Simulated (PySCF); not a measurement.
**Worked example: dipole moment from atomic charges**

H₆OSn₂, SMILES [SnH3][O][SnH3]. Atoms are numbered in the order given.

```xyz
9

O      0.3317    -0.6862    -0.0167
Sn    -1.6443    -0.7438    -0.0004
H     -2.0319    -2.4086    -0.0361
H     -2.2243     0.0844    -1.3896
H     -2.2002     0.0175     1.4361
Sn     1.6042     0.8269     0.0025
H      0.7085     2.2957    -0.0253
H      2.5786     0.6629    -1.3964
H      2.5210     0.6837     1.4425
```
Charge 0, spin multiplicity 1.

Geometry optimised at PBE0-D3(BJ)/def2-SVP. The geometry has at least one imaginary mode, so it is a saddle point at that level. The def2 effective core potentials stand for the cores of Sn; spin–orbit coupling is left out.

Charges (e) from PBE/def2-TZVP (PySCF):

```json
[
 {"atom": "O1", "Mulliken": "-0.695", "ESP fit": "-0.420"},
 {"atom": "Sn2", "Mulliken": "0.542", "ESP fit": "0.429"},
 {"atom": "H3", "Mulliken": "-0.058", "ESP fit": "-0.063"},
 {"atom": "H4", "Mulliken": "-0.068", "ESP fit": "-0.078"},
 {"atom": "H5", "Mulliken": "-0.068", "ESP fit": "-0.078"},
 {"atom": "Sn6", "Mulliken": "0.545", "ESP fit": "0.435"},
 {"atom": "H7", "Mulliken": "-0.072", "ESP fit": "-0.085"},
 {"atom": "H8", "Mulliken": "-0.062", "ESP fit": "-0.069"},
 {"atom": "H9", "Mulliken": "-0.063", "ESP fit": "-0.070"}
]
```

The dipole moment of the full density is 0.91 D.

Task: What dipole moment does each set of point charges give, and which comes closer to that of the density?

Result: 
μ = Σ q r, and 1 e Å = 4.8032 D.
Mulliken: Σ q r = (-0.198, 0.408, 0.009) e Å, |μ| = 2.18 D.
ESP fit: Σ q r = (-0.088, 0.184, 0.004) e Å, |μ| = 0.98 D.
ESP fit comes closer in size. Point charges leave out the atoms' own dipoles (lone pairs, polarised bonds); fits to the potential absorb them, partitions of the density don't.
